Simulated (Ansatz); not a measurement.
Geometry optimisation, RKS PBE0-D4/def2-SVP in Ansatz.

Input file:

```yaml
crystal:
  periodic: [false, false, false]
  atoms:
    - { symbol: Al, position_ang: [-1.4977, 0.1898, -0.8295] }
    - { symbol: C, position_ang: [0.4263, 0.2085, -0.6013] }
    - { symbol: Ge, position_ang: [0.8225, -0.3904, 1.1845] }
    - { symbol: H, position_ang: [-2.1083, -0.8647, -1.7999] }
    - { symbol: H, position_ang: [-2.2564, 1.6539, -0.9453] }
    - { symbol: H, position_ang: [0.8332, 1.2494, -0.7537] }
    - { symbol: H, position_ang: [0.9114, -0.4778, -1.3353] }
    - { symbol: H, position_ang: [2.31184, -0.37068, 1.44489] }
    - { symbol: H, position_ang: [0.21845, -1.82688, 1.46325] }
    - { symbol: H, position_ang: [0.15524, 0.59312, 2.23967] }
basis:
  gaussian: { orbitals: def2-SVP }
hamiltonian:
  xc: pbe0
  dispersion: d4
relax:
  f_tol: 0.015
  max_steps: 40
output:
  orbitals: {}
```

Run as:

```bash
$ ansatz run input.yaml --threads 2 --pin off --max-ram 3072MiB --backend cpu --events-out ev --progress --plain --runs-dir out
```

Problem. Where does it end, and by what steps?

Solution. The run converged. After 5 steps the energy has fallen by 0.449 eV; Al1 moved furthest, 0.28 Å.

```tsv
step	energy less start (eV)	largest force component (eV/Å)	accepted
0	0.0000	1.604	yes
1	-0.3964	0.540	yes
2	-0.4371	0.511	yes
3	-0.4413	0.421	yes
4	-0.4491	0.022	yes
5	-0.4492	0.010	yes
```

```xyz
10
Properties=species:S:1:pos:R:3
Al -1.466 0.302 -1.085
C 0.429 0.225 -0.628
Ge 0.800 -0.369 1.202
H -2.185 -0.967 -1.723
H -2.302 1.626 -0.798
H 0.893 1.221 -0.731
H 0.963 -0.472 -1.297
H 2.317 -0.408 1.475
H 0.224 -1.781 1.436
H 0.144 0.589 2.219
```

Whether the end is a true minimum wasn't checked by a vibrational analysis.

Time of the run: 6.2 s on 2 threads of AMD EPYC 9R45 96-Core Processor (Zen 5), on a shared host, peak memory 0.24 GiB.
